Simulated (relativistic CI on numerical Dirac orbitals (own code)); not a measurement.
# Hyperfine structure of Tb³⁸⁺, mass number 157

Computed by Dirac-Coulomb-Breit CI, KLI orbitals optimised for each configuration, a model potential for QED, unscaled Slater integrals (own radial code, finite nucleus).

Configurations in the expansion (outside the closed core [Ne]): 3s2 3p6 3d9, 3s2 3p5 3d10, 3s 3p6 3d10, 3s2 3p6 3d8 4s, 3s2 3p6 3d8 4p, 3s2 3p6 3d8 4d, 3s2 3p4 3d10 4s, 3s2 3p4 3d10 4p, 3s2 3p5 3d9 4s, 3s2 3p6 3d8 4f, 3s2 3p4 3d10 4d, 3s2 3p5 3d9 4p, 3s 3p5 3d10 4s, 3s2 3p6 3d7 4s2, 3s 3p5 3d10 4p, 3s2 3p5 3d9 4d. Levels of other configurations are missing.

Nuclear spin I = 3/2, μ = 2.03 μN, Q = 1.4 b (tables of Stone and Pyykkö). The electronic factors are computed for point nuclear moments, without core polarisation or the Bohr-Weisskopf and QED corrections.

| Level | E (eV) | A (GHz) | B (GHz) |
| --- | --- | --- | --- |
| 3s2 3p6 3d9 2D_5/2 | 0.00 | 31.64 | -66.7 |
| 3s2 3p6 3d9 2D_3/2 | 35.13 | 79.31 | -52.8 |
| 3s2 3p5 3d10 2P°_3/2 | 354.45 | 155.2 | -312 |
| 3s2 3p5 3d10 2P°_1/2 | 517.21 | 1182 |  |
| 3s 3p6 3d10 2S_1/2 | 711.06 | 3789 |  |
| 3s2 3p6 3d8 4s 4F_9/2 | 1115.23 | 170.5 | -44.6 |
| 3s2 3p6 3d8 4s 2F_7/2 | 1117.82 | -106.2 | -41.4 |
| 3s2 3p6 3d8 4s 2D_3/2 | 1124.71 | -215.3 | 24.6 |

Levels with J = 0, under 50 % of one LS term, or S terms without an open s electron are left out. Small factors come from cancelling terms and can be off by tens of per cent or more.

At this charge energies of transitions that change n are usually good to better than 1 %, and those within a shell (Δn = 0) to a few per cent.

(1) Give the hyperfine levels of 3s2 3p6 3d9 2D_5/2 relative to its centre of gravity.

Answers

(1) With K = F(F + 1) − I(I + 1) − J(J + 1), E = AK/2 + B[¾K(K + 1) − I(I + 1)J(J + 1)]/[2I(2I − 1)J(2J − 1)]: F = 1: -212.8, F = 2: -96.17, F = 3: 28.78, F = 4: 102 GHz.

LS names give the leading component of a level, which can be under half, so a name can repeat, a term be missing and a line seem to break the LS rules.
